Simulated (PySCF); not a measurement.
P²⁺ (phosphorus, charge +2) across methods

[Ne] 3s1 3p2, high-spin 4P determinant (an excited configuration). Calculation: PySCF 2.14, in aug-cc-pVDZ-DK; the spin-free X2C one-electron Hamiltonian (Gaussian nucleus).

```csv
method,E (hartree),mean ε 2p β (eV),mean ε 3s α (eV),mean ε 3p α (eV),Σ⟨r²⟩ (bohr²),⟨S²⟩
PBE,-340.5535,-148.87,-35.967,-26.136,14.53,3.750
LDA,-339.4138,-148.81,-35.908,-26.027,14.55,3.750
UHF,-340.25174,-171.18,-43.698,-31.502,14.65,3.750
r2SCAN,-340.7011,-151.13,-36.658,-26.517,14.48,3.750
M06-L,-340.6994,-151.02,-36.382,-26.126,14.35,3.750
B97-3,-340.6694,-155.22,-37.960,-27.464,14.49,3.750
LC-wPBE,-340.6096,-154.76,-41.406,-30.629,14.47,3.750
TPSS,-340.7339,-149.37,-36.167,-26.207,14.48,3.750
PBE0,-340.5883,-154.75,-38.038,-27.600,14.52,3.750
```
